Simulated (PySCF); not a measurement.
# Structure elucidation problem

Molecular formula: C₅H₉N₃. Simulated spectra:

1H NMR (600 MHz, computed): δ 7.51 (s, 1H), 4.38 (q, 2H), 2.43 (s, 3H), 1.39 (t, 3H).

13C{1H} NMR (computed): δ 137.5 (CH), 137.0 (C), 44.2 (CH2), 18.6 (CH3), 10.6 (CH3).

[PySCF 2.14: shielding tensors at PBE0/pcSseg-1 (GIAO); structure optimised with GFN2-xTB; in vacuum; non-relativistic Hamiltonian; one conformer; rapidly exchanging positions averaged]

δ = σ(ref) − σ, references computed at the same level: TMS for 1H and 13C.

Q: Choose the structure that fits.
A. CCc1nncn1C
B. CCCn1nccn1
C. CCn1nncc1C

A: C. 

- Rings plus π bonds: 3 (1 ring in the answer).
- 5 carbon signals for 5 carbons: no two carbons are equivalent.
- Carbon types of the structure: 1 × C, 1 × CH, 1 × CH2, 2 × CH3, which accounts for all hydrogens.
- δC 137.5: aromatic CH next to a ring nitrogen.
- δC 137.0: substituted aromatic carbon next to a ring nitrogen.
- δC 44.2: sp3 CH2 bonded to N; deshielded by the electronegative neighbour.
- δC 18.6: methyl carbon; saturated and bonded to C and H only.
- δH 4.38: hydrogen on an sp3 CH2 bonded to N; its carbon carries N, an electronegative neighbour.

The others: CCc1nncn1C has carbons computed at 158.4, 147.1, 30.8, 22.6, 16.1; CCCn1nccn1 would give 4 carbon signals, not 5.

Shifts are as computed. Against solution values, carbons near 30 ppm lie about +3 ppm off and those near 130 ppm about +5 ppm. Of 1211 compounds with measured shifts, 218 miss one by over three times the rms of a fit or turn the order of signals round; such compounds aren't used in these exercises. Multiplicities follow the n + 1 count of equivalent neighbours, as no J values were calculated; m marks all less simple cases, F and P coupling included.
